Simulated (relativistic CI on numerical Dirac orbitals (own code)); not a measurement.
## Crystal-field levels of Au²⁺, 5d9

Calculated by Dirac-Coulomb-Breit CI, orbitals from a KLI potential per configuration, a model potential for QED, valence Slater integrals scaled by 0.85, one configuration in a parametric crystal field (own radial code).

Field parameters in Wybourne normalisation: Oh B⁴₀ = 21Dq, B⁴₄ = √(5/14) B⁴₀. The field is a parameter set, without covalency.

S is read from ⟨S²⟩ = S(S + 1).

Site symmetry Oh; labels are those of the double group. Computed levels in cm⁻¹ above the lowest, in rising order:

```csv
Δ (size of 10Dq),Lowest,No. 2,No. 3
5500,Γ8,3829 Γ7,14241 Γ8
9950,Γ8,7494 Γ7,17119 Γ8
14350,Γ8,11396 Γ7,20524 Γ8
18800,Γ8,15507 Γ7,24295 Γ8
23200,Γ8,19669 Γ7,28219 Γ8
27600,Γ8,23892 Γ7,32266 Γ8
32050,Γ8,28205 Γ7,36443 Γ8
36450,Γ8,32499 Γ7,40629 Γ8
40900,Γ8,36861 Γ7,44905 Γ8
```

Ground-state S against |10Dq| in cm⁻¹: 5500: 0.50, 9950: 0.50, 14350: 0.50, 18800: 0.50, 23200: 0.50, 27600: 0.50, 32050: 0.50, 36450: 0.50, 40900: 0.50.

No abrupt spin change occurs in this range.
